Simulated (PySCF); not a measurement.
Computed Raman spectrum (relative Raman activity) of a molecule H₇NO₂Si₂. The structure is a stationary point at PBE0-D3(BJ)/def2-SVP. The values are those of a single conformer. Level of theory: PBE0-D3(BJ)/def2-SVP (PySCF). Frequencies are harmonic and unscaled.

Lines under 2 % of the strongest are left out, and lines within 2 cm⁻¹ are merged.

| ν (cm⁻¹) | relative intensity |
|---|---|
| 618 | 8.0 |
| 722 | 9.9 |
| 742 | 4.3 |
| 755 | 3.0 |
| 796 | 2.5 |
| 825 | 6.5 |
| 887 | 3.6 |
| 950 | 13 |
| 953 | 16 |
| 998 | 9.9 |
| 1085 | 2.3 |
| 1542 | 3.8 |
| 2232 | 70 |
| 2241 | 75 |
| 2249 | 100 |
| 2281 | 89 |
| 3610 | 78 |
| 3710 | 46 |
| 3941 | 64 |

Which molecule gave these data?
(A) N[Si@H](O)O[SiH3]
(B) N[Si@@H](O)[SiH2]O
(C) N[Si](O)(O)[SiH3]
(D) N[SiH2]O[SiH2]O

A, N[Si@H](O)O[SiH3]
